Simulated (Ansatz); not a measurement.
Species: CClF₂, charge 1, multiplicity 1. 
Geometry from a B3LYP-D3(BJ)/def2-TZVP (Ansatz, an electronic-structure program) optimisation:
```xyz
4

F     -1.1217    -0.9789     0.0111
C     -0.3783     0.0286     0.0023
F     -0.9618     1.1365     0.0016
Cl     1.2365    -0.0935    -0.0075
```
Charge +1, spin multiplicity 1.

Basis-set convergence of Hartree-Fock and CCSD(T) correlation energies (hartree) with Ansatz. Valence correlation only, unless marked. Spin-orbit coupling is left out. No relativistic terms.

```csv
basis,functions,E(HF),"E(corr, CCSD(T))",rough core time
aug-cc-pV(D+d)Z,101,-695.90964,-0.70778,under 20 s
aug-cc-pV(T+d)Z,193,…,…,40 s
```

Task: Some entries are withheld; supply them.

Result: 
- aug-cc-pV(T+d)Z, E(HF): -695.99615
- aug-cc-pV(T+d)Z, E(corr, CCSD(T)): -0.88570
